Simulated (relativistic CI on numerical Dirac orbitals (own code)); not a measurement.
Ni4+ in a cubic cluster: 2p photoemission with charge transfer

Computed with a charge-transfer multiplet model of a cubic metal-ligand cluster with up to 3 ligand holes, Slater and spin-orbit integrals from Dirac-Coulomb-Breit ions, Slater integrals scaled by 0.8. The parameters are those of a tetrahedral site (10Dq negative, t2 hopping the larger). The ground state mixes d6 with configurations of k ligand holes L, whose averages lie at kΔ + k(k − 1)U_dd/2; a core hole lowers each added d electron by U_cd. 300 K, Lorentzian 0.6 eV and Gaussian 0.8 eV FWHM.

Atomic integrals in eV (Slater integrals scaled, ζ unscaled), ground: F2dd 11.354, F4dd 7.124, zeta_d 0.099; with the core hole: F2dd 12.648, F4dd 7.972, zeta_d 0.136, zeta_core 11.396, F2cd 7.730, G1cd 6.056, G3cd 3.449.

Cluster parameters (eV): Δ = -0.4, U_cd = 10.4, 10Dq = -0.45, 10Dq(ligand) = 0, V(eg) = 0.93, V(t2g) = -1.57, final-state hopping factor = 1.

| Case | n_d | d6 | d7L | d8L2 | d9L3 | S |
| --- | --- | --- | --- | --- | --- | --- |
| U_dd = 6.7 eV | 6.51 | 0.53 | 0.43 | 0.04 | 0.00 | 1.99 |
| U_dd = 8.1 eV | 6.49 | 0.54 | 0.43 | 0.03 | 0.00 | 2.00 |
| U_dd = 8.8 eV | 6.48 | 0.55 | 0.42 | 0.03 | 0.00 | 2.00 |

Weights, n_d and S are thermal averages at 300 K. Binding energies count from the first peak over 30 % of the highest in each spectrum, which can be another peak from case to case. The parameters are a model scan and need not match a compound or its usual spin state. Peaks in eV (height, largest 100):
- U_dd = 6.7 eV: 0.0 (100), 6.9 (99), 11.3 (56), 14.7 (64), 16.5 (68), 18.6 (73), 24.9 (63), 30.7 (20), 34.1 (32), 35.2 (36), 39.1 (8)
- U_dd = 8.1 eV: 0.0 (100), 6.9 (75), 10.7 (30), 13.4 (50), 15.5 (57), 18.5 (61), 25.1 (46), 27.6 (21), 33.1 (30), 34.2 (31), 38.1 (7)
- U_dd = 8.8 eV: 0.0 (100), 7.0 (65), 8.4 (53), 10.9 (26), 13.1 (54), 15.1 (52), 19.4 (61), 25.2 (39), 32.8 (28), 33.8 (30), 37.7 (6)

Curve for U_dd = 6.7 eV (points under 2 left out, the grid thinned):

(E (eV), Intensity): (-3.6, 2.4), (-2.6, 4.1), (-1.6, 10.2), (-0.6, 64.5), (0.4, 86.5), (1.5, 65.5), (2.5, 52.0), (3.5, 39.7), (4.5, 44.0), (5.5, 75.0), (6.5, 95.3), (7.5, 85.6), (8.5, 61.7), (9.5, 45.5), (10.6, 48.8), (11.6, 53.3), (12.6, 27.1), (13.6, 29.0), (14.6, 63.5), (15.6, 55.6), (16.6, 67.8), (17.6, 54.8), (18.6, 72.6), (19.7, 54.9), (20.7, 34.1), (21.7, 28.2), (22.7, 27.5), (23.7, 38.0), (24.7, 62.4), (25.7, 51.4), (26.7, 37.5), (27.8, 23.2), (28.8, 16.5), (29.8, 18.3), (30.8, 20.1), (31.8, 11.8), (32.8, 9.2), (33.8, 30.6), (34.8, 31.9), (35.8, 27.0), (36.9, 18.7), (37.9, 6.9), (38.9, 7.6), (39.9, 4.7), (40.9, 2.1)

For the case U_dd = 8.1 eV, Δ = -0.4 eV is smaller than U_dd = 8.1 eV, the charge-transfer side of the Zaanen-Sawatzky-Allen scheme (negative Δ: between configuration averages a ligand hole costs less than the nominal valence; multiplet and field energies can change this for the lowest states). With the core hole the average of the configuration with one ligand hole lies at Δ − U_cd = -10.8 eV before mixing: it lies below the unscreened one, so the lowest final states are mostly screened and the unscreened weight appears at higher binding energy as a satellite.
